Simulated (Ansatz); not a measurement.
Frontier orbitals of `C=[CH][SnH2][SiH3]`.

```xyz
12

C    -0.8110    0.5953    2.0338
C    -1.3578    0.5468    0.8254
Sn   -0.2344    0.6736   -0.9834
Si    1.4283   -1.2739   -1.0952
H     0.2584    0.7126    2.1888
H    -1.4115    0.5224    2.9379
H    -2.4356    0.4242    0.7448
H    -1.3238    0.6331   -2.3013
H     0.5997    2.1671   -1.0266
H     2.2837   -1.1821   -2.3085
H     0.6985   -2.5692   -1.1217
H     2.3057   -1.2499    0.1061
```

Total charge 0; spin multiplicity 1. Correlated methods include outer-core shells of Sn, which these sets cover unevenly. Sn: def2 effective core potential. Geometry: relaxed with PBE0-D4/def2-TZVP. It is one conformer, not always the lowest. Basis def2-TZVPP, Ansatz.

| functional | HOMO (eV) | LUMO (eV) |
| --- | --- | --- |
| r2SCAN | -6.69 | -1.28 |

(1) Give HOMO and LUMO (eV) with LDA (SPW92), PBE, revPBE, BLYP, B97M-V, PBE0, B3LYP, r2SCANh, r2SCAN0, HSE06 (plane-wave form), BHLYP, CAM-B3LYP, LC-ωPBE, ωB97X-V, ωB97M-V, HF. (Best estimate.)

Results:

(1) Computed: 
```json
{"functional": "LDA (SPW92)", "HOMO": "-6.61", "LUMO": "-1.72"}
{"functional": "PBE", "HOMO": "-6.48", "LUMO": "-1.50"}
{"functional": "revPBE", "HOMO": "-6.43", "LUMO": "-1.41"}
{"functional": "BLYP", "HOMO": "-6.32", "LUMO": "-1.36"}
{"functional": "B97M-V", "HOMO": "-6.77", "LUMO": "-1.30"}
{"functional": "PBE0", "HOMO": "-7.51", "LUMO": "-0.55"}
{"functional": "B3LYP", "HOMO": "-7.30", "LUMO": "-0.77"}
{"functional": "r2SCANh", "HOMO": "-7.07", "LUMO": "-0.93"}
{"functional": "r2SCAN0", "HOMO": "-7.65", "LUMO": "-0.43"}
{"functional": "HSE06 (plane-wave form)", "HOMO": "-7.12", "LUMO": "-0.93"}
{"functional": "BHLYP", "HOMO": "-8.40", "LUMO": "0.43"}
{"functional": "CAM-B3LYP", "HOMO": "-8.74", "LUMO": "0.52"}
{"functional": "LC-ωPBE", "HOMO": "-10.04", "LUMO": "1.63"}
{"functional": "ωB97X-V", "HOMO": "-9.70", "LUMO": "1.53"}
{"functional": "ωB97M-V", "HOMO": "-9.54", "LUMO": "1.27"}
{"functional": "HF", "HOMO": "-9.79", "LUMO": "2.49"}
```

B3LYP here is the variant with VWN-RPA as its local correlation; programs differ in this. LC-ωPBE has ω = 0.4 bohr⁻¹. Positive LUMOs are unbound and depend on the basis.
